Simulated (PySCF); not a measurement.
**Selenium: a sound run and one with changed settings**

Sound run: Se⁺ [Ar] 3d10 4s2 4p3, Se²⁺ [Ar] 3d10 4s2 4p2. All numbers are calculated (PySCF 2.14, the spin-free X2C one-electron Hamiltonian (Gaussian nucleus), in jorge-DZP-DKH (8s6p2d1f, 43 functions)). The sound run starts from symmetry-adapted Hartree-Fock orbitals and uses a fine grid where one is needed.

Changed run: 14 angular points. This setting is unsound on purpose.

```
species  method  sound run (hartree)  changed run (hartree)  converged
    Se⁺     UHF          -2427.62254            -2427.62254        yes
    Se⁺    BP86          -2429.64292            -2429.64292        yes
    Se⁺    PBE0          -2429.04416            -2429.04416        yes
   Se²⁺     UHF          -2426.85370            -2426.85370        yes
   Se²⁺    BP86          -2428.85661            -2428.85698        yes
   Se²⁺    PBE0          -2428.25797            -2428.25829        yes
```

Ionisation energy of Se⁺:

```
method  sound run (eV)  changed run (eV)
   UHF          20.921            20.921
  BP86          21.397            21.386
  PBE0          21.393            21.385
```

A coarse angular grid integrates products of high-l functions wrongly, so density functionals can shift, and the SCF can exploit the error; Hartree-Fock and MP2 need no grid.

For comparison, NIST gives 21.196 ± 0.01 eV between the lowest levels.
